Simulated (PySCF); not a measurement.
Vertical excitations of a molecule C3H6O2Si from TDA-PBE/def2-SVPD (PySCF), as energy in eV (oscillator strength): 4.52 (0.001), 4.58 (0.022), 5.14 (0.003), 5.29 (0.074), 5.86 (0.000), 5.87 (0.024), 6.11 (0.025), 6.82 (0.008), 6.93 (0.530), 7.10 (0.001). Lowest triplet (TDA): 4.31 eV. Geometry optimised at PBE0-D3(BJ)/def2-SVP. Other conformers were not sampled.

Which structure fits?
(A) C=COC(=O)[SiH3]
(B) C=C1OC([SiH3])O1
(C) C#C[Si@@H](O)CO
(D) C[Si@@]1(O)C=CO1

B, C=C1OC([SiH3])O1
